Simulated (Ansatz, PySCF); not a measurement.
InClBr₂, SMILES [Cl][In]([Br])[Br]. Atoms are numbered in the order given.

```xyz
4

In     0.0000     0.0000    -0.3269
Cl     0.0000     0.0000    -2.6699
Br     0.0000     2.1576     0.8880
Br     0.0000    -2.1576     0.8880
```

The structure is a stationary point at B3LYP-D3(BJ)/def2-SVP. The structure was generated by enumeration; whether it is a known compound was not checked. The def2 effective core potentials stand for the cores of In; spin–orbit coupling is left out.

Two levels are set side by side: PBE-D3(BJ)/def2-SVP (Ansatz, a first-principles code) and B3LYP-D3(BJ)/def2-SVP (Ansatz). Each level has its own optimised geometry; the coordinates shown are those of the second. Frequencies come from the Hessian of PySCF at each geometry. Differences are taken from unrounded values.

| quantity | B3LYP-D3(BJ) |
|---|---|
| mean bond length (Å) | 2.432 |
| bond In1–Cl2 (Å) | 2.343 |
| bond In1–Br3 (Å) | 2.476 |
| bond In1–Br4 (Å) | 2.476 |
| highest harmonic wavenumber (cm⁻¹) | 375 |
| mean harmonic wavenumber (cm⁻¹) | 184 |
| zero-point energy (kcal/mol) | 1.58 |

**Question.** What does PBE-D3(BJ) give, and how far is it from B3LYP-D3(BJ)? (An estimate is asked for; the answer gives what the named calculation found.)

**Answer.** 
```
quantity                            PBE-D3(BJ)  PBE-D3(BJ) minus B3LYP-D3(BJ)
----------------------------------  ----------  -----------------------------
mean bond length (Å)                     2.436                          0.004
bond In1–Cl2 (Å)                         2.348                          0.005
bond In1–Br3 (Å)                         2.479                          0.003
bond In1–Br4 (Å)                         2.479                          0.003
highest harmonic wavenumber (cm⁻¹)         367                             -8
mean harmonic wavenumber (cm⁻¹)            180                             -4
zero-point energy (kcal/mol)              1.55                          -0.04
```
